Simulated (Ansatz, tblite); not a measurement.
Cost and result up the ladder for `CCC(C)(CC(C)(CC(C)(C)C(=O)OCc1ccccc1)C(=O)OC(C)(C)C)C(=O)OCC1CO1` (77 atoms). Total charge 0; singlet. Geometry: PBE-D4/def2-SVP.

```xyz
77

C     3.454    0.390    4.238
C     2.796    0.572    2.868
C     1.603   -0.384    2.575
C     2.051   -1.853    2.551
C     0.806    0.052    1.295
C     1.301   -0.260   -0.137
C     2.802    0.036   -0.352
C     0.566    0.653   -1.182
C    -0.987    0.804   -1.269
C    -1.729   -0.535   -1.392
C    -1.605    1.652   -0.131
C    -1.217    1.581   -2.579
O    -1.796    1.153   -3.562
O    -0.680    2.827   -2.513
C    -0.872    3.680   -3.672
C    -2.177    4.433   -3.591
C    -3.359    3.885   -4.131
C    -4.575    4.575   -4.021
C    -4.625    5.817   -3.367
C    -3.454    6.368   -2.824
C    -2.238    5.678   -2.935
C     1.011   -1.738   -0.484
O     0.262   -2.471    0.142
O     1.682   -2.103   -1.597
C     1.585   -3.465   -2.160
C     0.148   -3.741   -2.616
C     2.534   -3.400   -3.359
C     2.075   -4.489   -1.131
C     0.575   -0.119    3.689
O     0.151    0.985    3.983
O     0.149   -1.251    4.301
C    -0.849   -1.070    5.321
C    -1.222   -2.441    5.827
C    -2.346   -3.187    5.233
O    -2.482   -2.522    6.492
H     4.283    1.115    4.371
H     3.883   -0.624    4.369
H     2.735    0.565    5.066
H     3.561    0.441    2.079
H     2.422    1.613    2.782
H     1.202   -2.528    2.347
H     2.814   -2.016    1.764
H     2.499   -2.148    3.520
H    -0.203   -0.397    1.375
H     0.665    1.148    1.381
H     3.030    1.075   -0.042
H     3.452   -0.649    0.224
H     3.069   -0.074   -1.420
H     0.984    1.673   -1.054
H     0.917    0.304   -2.177
H    -2.798   -0.357   -1.619
H    -1.657   -1.117   -0.455
H    -1.320   -1.147   -2.218
H    -2.651    1.921   -0.383
H    -1.044    2.594    0.024
H    -1.629    1.094    0.823
H    -0.011    4.374   -3.649
H    -0.827    3.054   -4.585
H    -3.314    2.903   -4.625
H    -5.491    4.140   -4.449
H    -5.581    6.358   -3.282
H    -3.488    7.343   -2.313
H    -1.318    6.112   -2.510
H     0.103   -4.728   -3.119
H    -0.548   -3.750   -1.757
H    -0.184   -2.972   -3.342
H     3.565   -3.162   -3.029
H     2.551   -4.374   -3.887
H     2.207   -2.619   -4.074
H     1.391   -4.544   -0.265
H     3.088   -4.221   -0.771
H     2.133   -5.490   -1.604
H    -0.440   -0.430    6.132
H    -1.737   -0.547    4.908
H    -0.398   -3.014    6.297
H    -2.904   -2.740    4.387
H    -2.345   -4.293    5.268
```

Ansatz on 2 threads of AMD EPYC 7R13 on a shared host and a share (18 GiB) of an NVIDIA H100 80GB HBM3; xTB runs through tblite on one thread. Times are rough, summed over both states, and most runs start from the orbitals of an earlier one. PBE0-D4/def2-SVP serves as the yardstick here, not as an exact answer. The other state is a doublet.

The xTB rows come from tblite. Single mean-field runs in def2-SVP are fitted with def2-universal-jkfit.

Run but left out: PBE-D4/def2-SVP (charge +1 doublet: an occupied level 0.03 eV above an empty one).

Raw xTB energies of ions are shifted by several eV.

| level | functions | wall time |
| --- | --- | --- |
| GFN2-xTB | 182 | 0.56 s |
| GFN1-xTB | 224 | 0.95 s |
| HF/def2-SVP | 700 | 14 s |
| PBE0-D4/def2-SVP | 700 | 30 s |

Estimate what each level gives for the vertical IE (eV).


```tsv
level	vertical IE (eV)	difference from PBE0-D4/def2-SVP (eV)	remarks
GFN2-xTB	12.44	3.89	–
GFN1-xTB	13.61	5.07	–
HF/def2-SVP	7.80	-0.74	spin-contaminated (⟨S²⟩ 0.88) (+1 doublet)
PBE0-D4/def2-SVP	8.54	0.00	–
```
